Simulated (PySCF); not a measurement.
Chain-length series, n-germane silyl/silyl (end groups after the name). Isolated molecules, 0 K electronic values unless said otherwise. One relaxed conformer stands for each flexible species; it need not be the lowest. Strings in code marks are SMILES.

The vertical ionisation energy (Delta-SCF) from two functionals at the same geometries (r2SCAN-D4/def2-SVP), both in PySCF: PBE-D3(BJ)/def2-TZVP and r2SCAN-D4/def2-TZVP. Delta-SCF ions had no search for a lower state. 

| species | PBE-D3(BJ)/def2-TZVP (eV) | r2SCAN-D4/def2-TZVP (eV) |
|---|---|---|
| n = 1 (`[GeH2]([SiH3])[SiH3]`) | 9.56 | 9.69 |
| n = 2 (`[SiH3][GeH2][GeH2][SiH3]` (Si–Ge–Ge–Si torsion 178°)) | 8.98 | 9.13 |
| n = 3 (`[SiH3][GeH2][GeH2][GeH2][SiH3]` (Si–Ge–Ge–Ge torsion 175°, Ge–Ge–Ge–Si torsion 178°)) | 8.56 | 8.72 |
| n = 5 (`[SiH3][GeH2][GeH2][GeH2][GeH2][GeH2][SiH3]`) | 8.01 | 8.18 |
| n = 6 (`[GeH2]([GeH2][GeH2][GeH2][GeH2][SiH3])[GeH2][SiH3]`) | 7.81 | 8.00 |
| n = 7 (`[SiH3][GeH2][GeH2][GeH2][GeH2][GeH2][GeH2][GeH2][SiH3]`) | 7.65 | 7.84 |

Over these rows, drawn at random from the members with no instability flagged (it was tested for open shells, ions and some series alone), PBE minus r2SCAN-D4: mean -0.17 eV, from -0.19 eV to -0.13 eV.
